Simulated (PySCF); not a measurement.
## Basis and Hamiltonian dependence of the excitation energy of In

In [Kr] 4d10 5s2 5p1 (2P) → In [Kr] 4d10 5s1 5p1 6s1 (4P). Calculated with PySCF 2.14 from differences of total energies of unrestricted determinants, without spin-orbit coupling. Values in eV.

```tsv
basis	Hamiltonian	functions	UHF	LDA	PBE0	MP2 (valence)	CCSD(T) (valence)
aug-cc-pVDZ-PP with ECP28MDF	ECP	32	6.687	8.668	8.069	7.246	7.511
aug-cc-pwCVDZ-PP with ECP28MDF	ECP	48	6.672	8.674	8.068	7.272	7.524
aug-cc-pVTZ-PP with ECP28MDF	ECP	55	6.628	8.660	8.048	7.294	7.521
aug-cc-pVTZ-PP with one added diffuse shell each of d, f type with ECP28MDF	ECP	67	6.628	8.660	8.048	7.294	7.520
aug-cc-pVTZ-DK3	spin-free X2C	68	6.637	8.577	8.002	7.299	7.524
def2-QZVPPD with the def2 core potential (28 electrons)	ECP	88	6.618	8.660	8.048	7.328	7.533
aug-cc-pwCVTZ-PP with ECP28MDF	ECP	96	6.616	8.663	8.051	7.306	7.523
aug-cc-pVQZ-DK3	spin-free X2C	102	6.611	8.574	7.996	7.320	7.524
aug-cc-pVQZ-PP with one added diffuse shell each of s, p, d, f, g type with ECP28MDF	ECP	117	6.595	8.657	8.045	7.313	n/a
x2c-QZVPPall with one added diffuse shell each of s, p, d, f type	spin-free X2C	128	6.617	8.587	8.005	7.322	n/a
dyall-av2z	non-relativistic	130	6.176	7.980	7.444	6.780	7.057
aug-cc-pV5Z-PP with ECP28MDF	ECP	139	6.597	8.659	8.046	7.335	n/a
```

Estimate the row for x2c-TZVPPall with one added diffuse shell each of s, p, d, f type (spin-free X2C, 76 functions).

From the rows with the same Hamiltonian and similar size; the calculation gives UHF 6.77; LDA 8.65; PBE0 8.08; MP2 (valence) 7.41; CCSD(T) (valence) 7.63 (eV).

Frozen in the all-electron rows: valence: [Kr] 4d10; with a core potential, the same shells as far as they lie outside it.

Non-relativistic rows lack the scalar-relativistic shift. The upper state lies above the first ionisation limit, but in LS coupling its spin forbids autoionisation to the ground ion; at this Z spin-orbit coupling breaks that rule. A Rydberg-like electron needs more diffuse functions than a valence basis has.
